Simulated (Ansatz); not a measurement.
A made-up structure of H2SeS2, singlet:

```tsv
atom	x (Å)	y (Å)	z (Å)
S1	-1.5011	-0.4415	-0.7901
Se2	1.6294	0.1036	0.6377
S3	-0.3697	0.9735	0.4389
H4	-1.9184	-1.2481	0.2027
H5	2.2246	0.6747	-0.6271
```

It is relaxed with PBE-D4/def2-SVP and then PBE0-D4/def2-TZVP (Ansatz 0.2.0). Atoms count as bonded within 1.22 times the sum of their covalent radii (H–H: 0.88 Å). The end point is not checked to be a true minimum.

(1) Does its bonding change? (A judgement: the text doesn't fix the answer.)

## Answers

(1) Computed: No: no bond forms or breaks.

Where it ends: The first stage lowers the energy by 0.07 eV in 7 steps. It ends as H₂SeS₂ ([SH][S][SeH]):
```json
{"atom": "S1", "x (Å)": "-1.4637", "y (Å)": "-0.4018", "z (Å)": "-0.7627"}
{"atom": "Se2", "x (Å)": "1.6342", "y (Å)": "0.1009", "z (Å)": "0.6282"}
{"atom": "S3", "x (Å)": "-0.3957", "y (Å)": "0.9032", "z (Å)": "0.3894"}
{"atom": "H4", "x (Å)": "-1.9020", "y (Å)": "-1.2191", "z (Å)": "0.2143"}
{"atom": "H5", "x (Å)": "2.1920", "y (Å)": "0.6792", "z (Å)": "-0.6071"}
```

Labels in which every atom is bracketed show which atoms are joined, not bond orders.

For scale, one of the runs: PBE0-D4/def2-TZVP relaxation, 134 basis functions, launched by `ansatz run in.yaml --threads 2 --pin off --events-out ev --progress --plain --max-ram 4352MiB`. The run took about 21 s on 2 CPU threads of an Arm Neoverse V1 (shared host).
